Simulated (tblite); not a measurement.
C6H11OS (charge -1).
Z-matrix (Å and degrees, GFN2-xTB geometry), rows numbered from 1:
```
C 
C   1  1.5252
S   2  1.8102  1  111.71
C   2  1.5232  1  111.17  3   119.90
O   4  1.4341  2  116.07  1    64.59
C   5  1.3824  4  113.52  2    67.51
C   6  1.4962  5  117.55  4  -172.88
C   7  1.5039  6   60.18  5   111.61
H   1  1.0891  2  109.85  3    63.43
H   1  1.0937  2  111.27  3  -175.50
H   1  1.0894  2  109.31  3   -55.23
H   2  1.1016  1  109.37  3  -119.74
H   4  1.0927  2  109.37  1   -53.74
H   4  1.0993  2  108.81  1  -172.00
H   6  1.0911  5  113.57  4    43.93
H   7  1.0788  6  116.93  8  -107.83
H   7  1.0805  6  118.60  8   108.72
H   8  1.0798  6  118.69  7  -108.54
H   8  1.0784  6  117.25  7   107.52
```

Computed geometry: GFN2-xTB, gas phase.

Masses are those of the commonest isotopes; rigid-rotor values at the optimised geometry. The values belong to one conformer with, in the numbering `[CH3:1][C@@H:2]([S-:3])[CH2:4][O:5][CH:6]1[CH2:7][CH2:8]1`, C1–C2–C4–O5 65°, C2–C4–O5–C6 68°, C4–O5–C6–C7 -173°.

Q: Give the principal moments of inertia and the rotational constants in MHz.

A: Ia = 133.50, Ib = 622.22, Ic = 647.08 u·Å²; 505379 MHz·u·Å²/I gives A = 3786, B = 812.2, C = 781.0 MHz.

Q: Classify the top.

A: A near-prolate asymmetric top. Ray's parameter κ = (2B − A − C)/(A − C) = -0.979; −1 is the prolate and +1 the oblate limit.

Q: Is it planar, by Δ = Ic − Ia − Ib?

A: Not planar: Δ = Ic − Ia − Ib = -108.64 u·Å². For a rigid frame Δ = −2 Σ m c², so Σ m c² = 54.32 u·Å² lies off the ab plane: 13.50 from hydrogen and 40.82 from heavier atoms. The atom farthest from that plane is 1.94 Å away.

Q: Give the other two planar moments, Paa and Pbb, and the rms extents of the mass along the axes.

A: Paa = Σ m a² = (Ib + Ic − Ia)/2 = 567.90 and Pbb = Σ m b² = (Ia + Ic − Ib)/2 = 79.18 u·Å². With the mass M = 131.05 u, the rms extents √(P/M) along a, b and c are 2.08, 0.78, 0.64 Å.

Q: Give the coordinates in the principal-axis frame, origin at the centre of mass.

A: The sense of each axis is arbitrary; atoms in the order of the calculation.
```tsv
atom	mass (u)	a (Å)	b (Å)	c (Å)
C1	12.000	-1.114	-1.596	0.699
C2	12.000	-1.052	-0.300	-0.104
S3	31.972	-2.705	0.346	-0.461
C4	12.000	-0.295	0.781	0.656
O5	15.995	1.095	0.526	0.898
C6	12.000	1.864	0.522	-0.251
C7	12.000	3.295	0.105	-0.125
C8	12.000	2.324	-0.770	-0.869
H9	1.008	-1.607	-2.370	0.113
H10	1.008	-0.114	-1.938	0.978
H11	1.008	-1.696	-1.431	1.605
H12	1.008	-0.542	-0.488	-1.062
H13	1.008	-0.735	0.902	1.648
H14	1.008	-0.396	1.732	0.113
H15	1.008	1.632	1.341	-0.933
H16	1.008	3.623	-0.229	0.847
H17	1.008	4.044	0.647	-0.685
H18	1.008	2.397	-0.833	-1.944
H19	1.008	2.011	-1.684	-0.391
```

Q: List the rotational levels J(Ka,Kc) to J = 4 (cm⁻¹).

A: Above 0(0,0):
J = 1: 1(0,1) 0.0531, 1(1,1) 0.1523, 1(1,0) 0.1534
J = 2: 2(0,2) 0.1594, 2(1,2) 0.2576, 2(1,1) 0.2607, 2(2,1) 0.5582, 2(2,0) 0.5582
J = 3: 3(0,3) 0.3188, 3(1,3) 0.4154, 3(1,2) 0.4217, 3(2,2) 0.7177, 3(2,1) 0.7177, 3(3,1) 1.2162, 3(3,0) 1.2162
J = 4: 4(0,4) 0.5313, 4(1,4) 0.6259, 4(1,3) 0.6363, 4(2,3) 0.9302, 4(2,2) 0.9304, 4(3,2) 1.4288, 4(3,1) 1.4288, 4(4,1) 2.1267, 4(4,0) 2.1267

Q: Estimate the classical rotational partition function at 25 K, 100 K and 200 K.

A: Point group C1, symmetry number σ = 1; q = (√π/σ)·√((kT/h)³/(ABC)), k/h = 20836.6 MHz/K: 13600 at 25 K, 109000 at 100 K, 308000 at 200 K.

Its GFN2-xTB frequencies are all real (lowest 45 cm⁻¹). These are rigid-rotor constants of the computed structure; measured ground-state constants (B0) also hold zero-point vibration.

Hardware: one thread, Intel Xeon Platinum 8488C (x86_64) (shared host). Cost: 0.4 s wall. These figures are those of the optimisation.
